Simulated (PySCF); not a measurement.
The dipole of `C[Si@@H]1CCC[C@]1(F)C#N` from its density and from atomic charges.

Coordinates (GFN2-xTB, Å) and charges (e) from the PBE0/pcSseg-1 density (PySCF):

```tsv
atom	x	y	z	Mulliken	IAO	Hirshfeld	ESP-fitted
C1	2.438	0.228	0.263	-0.6252	-0.7194	-0.2086	-0.7666
Si2	0.755	-0.495	0.742	+0.8548	+0.9074	+0.3849	+0.6217
C3	-0.084	-1.530	-0.624	-0.5381	-0.5458	-0.1597	-0.3291
C4	-1.517	-0.997	-0.708	-0.2096	-0.2522	-0.0675	+0.0157
C5	-1.473	0.522	-0.565	-0.1639	-0.2623	-0.0728	-0.2027
C6	-0.655	0.859	0.683	-0.1764	+0.0196	+0.0347	+0.1612
F7	-1.458	0.683	1.817	-0.3204	-0.3167	-0.1063	-0.2538
C8	-0.160	2.202	0.657	+0.1572	+0.1263	+0.0696	+0.3065
N9	0.303	3.249	0.610	-0.2447	-0.2423	-0.2178	-0.4530
H10	3.193	-0.549	0.221	+0.1482	+0.1634	+0.0481	+0.1967
H11	2.763	0.969	0.987	+0.1601	+0.1711	+0.0489	+0.2037
H12	2.406	0.716	-0.708	+0.1521	+0.1642	+0.0480	+0.1930
H13	0.705	-1.090	2.080	-0.0382	-0.1057	-0.0679	-0.1243
H14	0.418	-1.384	-1.583	+0.1460	+0.1456	+0.0400	+0.0968
H15	-0.084	-2.601	-0.429	+0.1496	+0.1545	+0.0415	+0.0742
H16	-1.995	-1.279	-1.647	+0.1307	+0.1450	+0.0455	+0.0372
H17	-2.110	-1.410	0.110	+0.1319	+0.1417	+0.0407	+0.0419
H18	-2.476	0.945	-0.484	+0.1506	+0.1580	+0.0493	+0.0941
H19	-0.978	0.968	-1.431	+0.1352	+0.1475	+0.0494	+0.0870
```

Problem. Form Σ q r in debye for every column and set it beside the full dipole.

Solution. The full density gives (0.48, -3.97, -1.98) D, 4.46 D in size; dipole vectors point from the negative to the positive end.

| scheme | μx | μy | μz | size (D) | share of the full size (%) | angle to the full dipole (°) |
| --- | --- | --- | --- | --- | --- | --- |
| Mulliken | 2.25 | -4.25 | -2.21 | 5.29 | 119 | 19 |
| IAO | 1.64 | -3.65 | -1.99 | 4.47 | 100 | 15 |
| Hirshfeld | 0.40 | -2.96 | -0.96 | 3.14 | 70 | 9 |
| ESP-fitted | 0.49 | -3.98 | -2.02 | 4.49 | 101 | 0 |

Problem. Which set comes closest?

Solution. Length of the difference vector: ESP-fitted 0.04 D, IAO 1.20 D, Hirshfeld 1.44 D, Mulliken 1.81 D. Closest: ESP-fitted. 

Problem. What is left for the Hirshfeld atoms' own dipoles?

Solution. The Hirshfeld atoms' densities add up to the full density, so μ = Σ q r + Σ (atomic dipoles). The atomic dipoles sum to (0.48, -3.97, -1.98) − (0.40, -2.96, -0.96) = (0.08, -1.01, -1.02) D, 1.44 D in size.

Problem. With the origin at the mean of the coordinates, (-0.001, 0.000, 0.000) Å, which are the largest single terms, by size, of the Hirshfeld dipole along the direction of the full one?

Solution. N9 +3.27, C3 -1.25, F7 +0.80, C8 -0.76, H15 +0.50 D; all 19 atoms together +3.10 D. The single terms depend on the origin, their sum doesn't.

Problem. Give the size of the full dipole in other units.

Solution. 4.46 D = 1.757 au = 0.930 e·Å = 14.89 × 10⁻³⁰ C·m.

Isolated species at its GFN2-xTB geometry (one conformer only).

The run behind these numbers computed NMR shieldings as well. Hardware: one thread, Intel Xeon at 2.50 GHz (x86_64), on a shared host. Cost: 1.8 min, 1.0 GiB resident at most.
